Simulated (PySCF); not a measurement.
# MO2- across the 3d metals

Level: PBE0, basis family def2-SVPD, no relativity.

Each entry is the lowest minimum that a search over a few typed start shapes (and spin states, where more than one is plausible) found, or that minimum re-optimised at the stated level; isomers with ligand–ligand bonds, or fragments after loss of a ligand pair, can lie lower. Open shells are unrestricted; no spin–orbit coupling; PySCF with density fitting.

| molecule | 2S+1 | point group | mean bond to the central atom (Å) | highest ω (cm⁻¹) | polar-tensor charge of the central atom | lowest ω (cm⁻¹) |
| --- | --- | --- | --- | --- | --- | --- |
| CrO₂⁻ | 4 | C2v | 1.636 | 951 | 0.98 | 230 |
| MnO₂⁻ | 5 | C2v | 1.662 | 892 | 1.02 | 211 |
| CoO₂⁻ | 5 | D∞h | 1.678 | 871 | 1.26 | 121 |
| NiO₂⁻ | ? | ? | ? | ? | ? | ? |

Q: Fill in the row of NiO₂⁻.

A: 2S+1: 4; point group: D∞h; mean bond to the central atom (Å): 1.655; highest ω (cm⁻¹): 875; polar-tensor charge of the central atom: 1.13; lowest ω (cm⁻¹): 156.

The bond length does not run in one direction; the largest change, 0.026 Å, falls between CrO₂⁻ and MnO₂⁻ among the members listed.

The shape changes along the series: C2v for CrO₂⁻ and MnO₂⁻; D∞h for CoO₂⁻ and NiO₂⁻.

Some spin contamination in CrO₂⁻, MnO₂⁻.

Left out of the table are members whose search was unfinished or whose lowest solution was spin-contaminated, unstable, very soft or bonded differently.

Open d and f shells are single-determinant solutions and may miss the true ground state.
